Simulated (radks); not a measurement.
Question: These are the eigenvalues of the occupied orbitals of an atom or ion with whole-number occupations (eV). All-electron calculation, Dirac Kohn-Sham, PBE, spin-unpolarised, spherical densities, point nucleus. Program: a radial shooting solver on a logarithmic mesh with Libxc functionals.

| orbital | eigenvalue |
|---|---|
| 1s1/2 | -53692.77 |
| 2s1/2 | -9011.494 |
| 2p1/2 | -8573.956 |
| 2p3/2 | -7773.734 |
| 3s1/2 | -2076.762 |
| 3p1/2 | -1886.097 |
| 3p3/2 | -1719.920 |
| 3d3/2 | -1392.558 |
| 3d5/2 | -1356.283 |
| 4s1/2 | -482.5740 |
| 4p1/2 | -407.2695 |
| 4p3/2 | -369.8371 |
| 4d3/2 | -245.7303 |
| 4d5/2 | -238.8880 |
| 5s1/2 | -127.0836 |
| 5p1/2 | -104.3614 |
| 5p3/2 | -98.0358 |
| 4f5/2 | -89.7871 |
| 4f7/2 | -88.7432 |

Which element is it, and in what charge state? The configuration may be excited. Open shells, if any, are shared by 2j + 1.

Answer: Z = 66, dysprosium, charge +6: Dy6+ in [Kr] 4d10 4f8 5s2 5p4. The list shows which subshells hold electrons but not how many an open one holds; the 1s level, -1973.2 hartree, gives Z - s = 62.8 by -(Z - s)^2/2, which with screening and relativity narrows Z to a few neighbours, and the depths of the outer levels then fix element, charge and occupations together.
